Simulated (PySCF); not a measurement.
F3H3OSiSn. Atoms are numbered in the order given.

```xyz
9

F      1.8313    -0.8064    -1.0652
Sn     0.5156     0.1540    -0.0262
F      0.5431    -0.5057     1.7960
F      1.0416     2.0131    -0.0326
O     -1.2902    -0.0846    -0.7557
Si    -2.6470    -0.7512     0.0269
H     -2.3844    -2.1750     0.4309
H     -3.0078     0.0507     1.2460
H     -3.7528    -0.6911    -0.9829
```

Geometry optimised at PBE-D3(BJ)/def2-SVP. The structure was generated by enumeration; whether it is a known compound was not checked. The def2 effective core potentials stand for the cores of Sn; spin–orbit coupling is left out. Other conformers were not sampled.

All values below come from TDDFT-PBE/def2-SVPD run with PySCF 2.14.0.

Vertical excitations. The molecule is in vacuum.

### Question
Give excitation energies, oscillator strengths and character. (An estimate is asked for; the answer gives what the named calculation found.)

### Answer

| state | energy (eV) | λ (nm) | f | main pairs |
|---|---|---|---|---|
| S1 | 3.41 | 364 | 0.002 | HOMO→LUMO 100 % |
| S2 | 3.82 | 325 | 0.032 | HOMO−1→LUMO 98 % |
| S3 | 5.13 | 242 | 0.001 | HOMO−2→LUMO 99 % |
| S4 | 5.22 | 237 | 0.001 | HOMO−3→LUMO 94 % |
| S5 | 5.25 | 236 | 0.000 | HOMO−4→LUMO 100 % |
| S6 | 5.42 | 229 | 0.002 | HOMO−5→LUMO 74 %, HOMO−7→LUMO 25 % |
| S7 | 5.52 | 225 | 0.001 | HOMO−9→LUMO 45 %, HOMO−8→LUMO 39 %, HOMO−6→LUMO 15 % |
| S8 | 5.59 | 222 | 0.055 | HOMO−6→LUMO 69 %, HOMO−9→LUMO 24 % |
| S9 | 5.62 | 221 | 0.035 | HOMO−7→LUMO 72 %, HOMO−5→LUMO 24 % |
| S10 | 5.66 | 219 | 0.064 | HOMO−8→LUMO 58 %, HOMO−9→LUMO 30 % |
| T1 | 3.21 | 386 | 0 | HOMO→LUMO 100 % |
| T2 | 3.49 | 356 | 0 | HOMO−1→LUMO 99 % |
| T3 | 4.89 | 254 | 0 | HOMO−3→LUMO 99 % |
| T4 | 4.91 | 252 | 0 | HOMO−2→LUMO 94 % |
Triplets are in the Tamm–Dancoff approximation, which puts them higher than full response would, so one can lie above its singlet here.
